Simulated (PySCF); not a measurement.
C₅H₉F, SMILES C[C@H]1[C@H](C)C1F.

Coordinates come from a B3LYP-D3(BJ)/def2-SVP optimisation. The structure was generated by enumeration; whether it is a known compound was not checked.

Level of theory: PBE/def2-TZVP in PySCF.

The molecule is in vacuum.

Computed frontier levels, gap, dipole moment and polarisability:
```json
{
  "highest_occupied_level": "-6.33 eV",
  "lowest_empty_level": "0.59 eV",
  "orbital_gap": "6.92 eV",
  "dipole_moment": "1.60 D",
  "quadrupole, principal values (traceless, Buckingham form, about the centre of nuclear charge)": "-4.42, 1.38, 3.04 D·Å",
  "mean_static_polarisability": "61.6 bohr³ (9.12 Å³)",
  "polarisability_principal_values": "55.0, 59.2, 70.5 bohr³"
}
```
